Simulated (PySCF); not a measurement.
Caution: the highest occupied level lies above zero, so the state may not be bound. This singlet lies within 0.05 eV of the relaxed triplet at the level B3LYP-D3(BJ)/def2-TZVPD (PySCF).

B3LYP has the VWN-RPA correlation part, as in Gaussian. 

Cartesian coordinates (Å):
SMILES: C=C[B-]Cl
```xyz
7

C     -1.1105    -0.2274    -0.0529
C      0.0904     0.3591     0.1166
B      1.3443    -0.1499     0.8583
Cl     2.7133    -0.3966    -0.4038
H     -1.3084    -1.2233     0.3323
H     -1.9285     0.2588    -0.5760
H      0.1995     1.3794    -0.2745
```
Charge -1, spin multiplicity 1.

### Question
Predict the HOMO and total energy from B3LYP-D3(BJ)/def2-TZVPD (PySCF).

### Answer

```
Quantity            Result
------------  ------------
HOMO               0.62 eV
total energy  -563.1178 Ha
```
